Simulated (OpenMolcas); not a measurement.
**Os3+: effect of the active space**

```json
{"Program": "OpenMolcas 26.06", "Method": "SS-CASPT2 or its RAS form, IPEA 0.25 Eh, imaginary shift 0.1 Eh", "Basis": "ANO-R2", "Scalar Hamiltonian": "X2C, finite nucleus", "Spin-orbit coupling": "RASSI with atomic mean-field integrals over the reference wave functions, term energies averaged over their components"}
```

A. 5 electrons in 5 orbitals (5d); 2S+1 = 6 even, 1 root; 2S+1 = 4 even, 24 roots; 2S+1 = 2 even, 75 roots; closed shells correlated: 5s 5p; CASPT2 step about 18 core-seconds
B. 11 electrons in 8 orbitals (RAS1 5p, at most 2 holes; RAS2 5d); 2S+1 = 6 even, 1 root; 2S+1 = 4 even, 24 roots; 2S+1 = 2 even, 70 roots; closed shells correlated: 5s; CASPT2 step of the order of 110 core-seconds
C. 5 electrons in 10 orbitals (5d 6d); 2S+1 = 6 even, 1 root; 2S+1 = 4 even, 24 roots; 2S+1 = 2 even, 70 roots; closed shells correlated: 5s 5p; CASPT2 step roughly 28 core-minutes

Energies in eV above 5d⁵ ⁶S_5/2.

| Level | A | B | C |
| --- | --- | --- | --- |
| 5d⁵ ⁶S_5/2 | 0.0000 | 0.0000 | 0.0000 |
| 5d⁵ ⁴G_7/2 [68 %] | 2.672 | 2.684 | 2.666 |
| 5d⁵ ⁴G_11/2 | 2.810 | 2.817 | 2.819 |
| 5d⁵ ⁴G_9/2 | 2.894 | 2.908 | 2.895 |
| 5d⁵ ⁴P_1/2 [60 %] | 3.078 | 3.105 | 3.061 |
| 5d⁵ ⁴D_7/2 [70 %] | 3.387 | 3.427 | 3.396 |
| 5d⁵ ⁴D_1/2 [64 %] | 3.830 | 3.872 | 3.814 |
| 5d⁵ ²I_11/2 | 4.095 | 4.089 | 4.083 |
| 5d⁵ ²I_13/2 | 4.461 | 4.458 | 4.463 |
| 5d⁵ ²H_9/2 [51 %] | 5.154 | 5.166 | 5.151 |
| 5d⁵ ²G_7/2(1) [50 %] | 5.252 | 5.277 | 5.216 |
| 5d⁵ ²F_5/2(2) [54 %] | 5.488 | 5.528 | 5.455 |
| 5d⁵ ²F_7/2(1) [59 %] | 5.602 | 5.636 | 5.585 |
| 5d⁵ ²S_1/2 | 5.995 | 6.045 | 5.934 |
| 5d⁵ ²H_11/2 [73 %] | 6.049 | 6.064 | 6.051 |
| 5d⁵ ²D_3/2(2) | 6.753 | 6.924 | 6.856 |
| 5d⁵ ²D_5/2(2) [64 %] | 7.219 | 7.399 | 7.321 |
| 5d⁵ ²G_9/2(2) | 7.551 | 7.569 | 7.539 |
| 5d⁵ ²G_7/2(2) | 7.759 | 7.774 | 7.723 |

The spin-orbit steps hold different terms of 5d⁵ (B lacks a ²D; C lacks a ²D), which shifts levels as well.

Among A to C the level of the table that moves most is 5d⁵ ²D_5/2(2) [64 %], by 1400 cm-1 (lowest in A, highest in B). Moves below CASPT2's spread within the term are not significant.

CASPT2 breaks the degeneracy within a term, and the mean is taken; among the terms shown or strongly mixed into the levels shown the widest spread is 520 cm-1 (5d⁵ ²F(2), B). Active for correlation alone: 5p; no level in the range computed is led by a configuration that opens it, so any true level of that kind is missing (holds for B). Active for correlation alone: 6d; no level in the range computed is led by a configuration that fills it, so any true level of that kind is missing (holds for C). Only configurations of the active space appear. Levels that lie high or do not pair safely by name in every column are left out.

A share in square brackets marks a mixed level and gives the weight of the term that names it, the lowest over the columns. A number in round brackets counts repeated terms of one configuration in the order of the reference energies.
